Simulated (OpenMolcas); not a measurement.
Cu2+, Ag2+, Au2+: d9 down the group

- Program: OpenMolcas
- Method: SS-CASPT2, IPEA 0.25 Eh, imaginary shift 0.1 Eh
- Basis: ANO-RCC-VQZP
- Scalar Hamiltonian: DKH2, point nucleus
- Spin-orbit coupling: state interaction with AMFI integrals over the reference wave functions, term energies averaged over their components

Active space for each ion: 9 electrons in 5 orbitals (d); closed shells correlated by CASPT2: Cu2+ 3s 3p; Ag2+ 4s 4p; Au2+ 5s 5p.

Computed levels in cm-1 above 2D 5/2:

```json
{"Level": "2D 3/2", "Cu2+": "2070", "Ag2+": "4490", "Au2+": "12960"}
{"Level": "weight of 2D in the lowest level (%)", "Cu2+": "100", "Ag2+": "100", "Au2+": "100"}
```

Measured, with the error of the calculation in %. Measured levels: Cu2+ from Sugar and Musgrove, J. Phys. Chem. Ref. Data 19, 527 (1990); Ag2+ from Moore, Atomic Energy Levels, vol. III, NSRDS-NBS 35 (1971 reprint of NBS Circular 467, 1958); Au2+ from Iglesias, J. Res. Natl. Bur. Stand. 64A, 481 (1960).

| Level | Cu2+ | Ag2+ | Au2+ |
| --- | --- | --- | --- |
| 2D 3/2 | 2072 (+0.1) | 4607 (-2.5) | 12694 (+2.1) |

The fine-structure level 2D 3/2 changes by a factor of 6.26 from Cu2+ to Au2+.

Term energies are means over components that CASPT2 splits; among the terms shown or strongly mixed into the levels shown the widest spread is 61 cm-1 (5d9 2D, Au2+). Computed and measured levels are paired by configuration, term and J; levels that our copy of the source lacks, or whose pairing is in doubt (as where it misses far off the trend of its configuration), stay unpaired and out of the deviations. Levels of configurations outside the active space are missing.
